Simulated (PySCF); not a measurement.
Delta-SCF ions had no search for a lower state. Excitations are Tamm–Dancoff values on a coarser integration grid. The basis has no diffuse functions, so Rydberg states are missing or too high.

Cartesian coordinates (Å):
SMILES: [SiH2]([SiH]=O)C
```xyz
10

C     -1.5111    -0.3758     0.1503
Si    -0.0783     0.7999    -0.1071
Si     1.9492    -0.3961    -0.0704
O      1.9959    -1.9079     0.1431
H     -2.4610     0.1613     0.1408
H     -1.4124    -0.8927     1.1055
H     -1.5297    -1.1311    -0.6362
H     -0.1510     1.5042    -1.4130
H      0.0025     1.8350     0.9554
H      3.1960     0.4030    -0.2682
```
Charge 0, multiplicity 1.

Task: Predict the S1 oscillator strength, dipole moment, HOMO–LUMO gap, HOMO, vertical ionisation energy (Delta-SCF), S1 excitation (TDA), total energy and LUMO from TPSSh-D3(BJ)/def2-TZVP // B3LYP-D3(BJ)/def2-TZVP (PySCF).

Result: 
```json
{
  "S1 oscillator strength": "0.002",
  "dipole_moment": "3.61 D",
  "HOMO–LUMO gap": "4.19 eV",
  "HOMO": "-6.80 eV",
  "vertical ionisation energy (Delta-SCF)": "9.41 eV",
  "S1 excitation (TDA)": "3.55 eV",
  "total_energy": "-696.0488 Ha",
  "LUMO": "-2.61 eV"
}
```
